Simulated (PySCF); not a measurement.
## N²⁺: ionisation energy

N²⁺ [He] 2s2 2p1 (2P) → N³⁺ [He] 2s2 (1S), as a difference of total energies. Computed with PySCF 2.14 in aug-cc-pwCVDZ (5s4p2d, 27 functions), with the non-relativistic Hamiltonian (point nucleus). Correlated levels: valence: 1s2 frozen; valence and next inner shell: nothing frozen. The calculations carry no spin-orbit coupling.

```tsv
method	ionisation energy (eV)
UHF	47.154
LDA	47.715
PBE	47.890
r2SCAN	48.067
M06-L	47.906
CAM-B3LYP	48.087
M06-2X	47.465
r2SCANh	48.052
MP2 (valence)	47.178
MP2 (valence and next inner shell)	47.189
SCS-MP2 (valence and next inner shell)	47.116
```

Question: Estimate what PBE0 gives.

Answer: 47.872 eV, closest to PBE among the rows shown.

Question: Estimate what SCS-MP2 (valence) gives.

Answer: 47.115 eV, closest to SCS-MP2 (valence and next inner shell) among the rows shown.

A first-order spin-orbit estimate (lowest level to lowest level, LS coupling) adds 0.013 eV.

Errors of the correlated levels include the incompleteness of this basis and the frozen core.

For comparison: 47.445 eV (semi-empirical (NIST evaluation); NIST Atomic Spectra Database, ionization energies).
